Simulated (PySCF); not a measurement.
C2H3O2 (anion, charge -1), SMILES CC(=O)[O-], PBE/def2-SVP optimised geometry.

```
7

C     -0.46    -0.81    -0.06
C      0.21     0.63     0.00
O      1.47     0.63     0.00
O     -0.61     1.59     0.00
H      0.19    -1.59     0.41
H     -1.47    -0.82     0.43
H     -0.62    -1.11    -1.12
```

Density from PBE/def2-TZVPD run with PySCF 2.14.0 at that geometry.

Minimum of the electron density along straight lines between bonded atoms, close to the bond critical point (lines longer than 1.1 times the sum of covalent radii, or with two minima, are not listed):

```tsv
bond	length / Å	ρ at the minimum / e bohr⁻³	∇²ρ there / e bohr⁻⁵	position (fraction from the first atom)
C1–C2	1.589	0.218	-0.46	0.51
C2–O3	1.260	0.380	-0.64	0.34
C2–O4	1.260	0.380	-0.64	0.34
C1–H5	1.112	0.261	-0.83	0.64
C1–H6	1.112	0.261	-0.83	0.64
C1–H7	1.115	0.257	-0.81	0.64
```
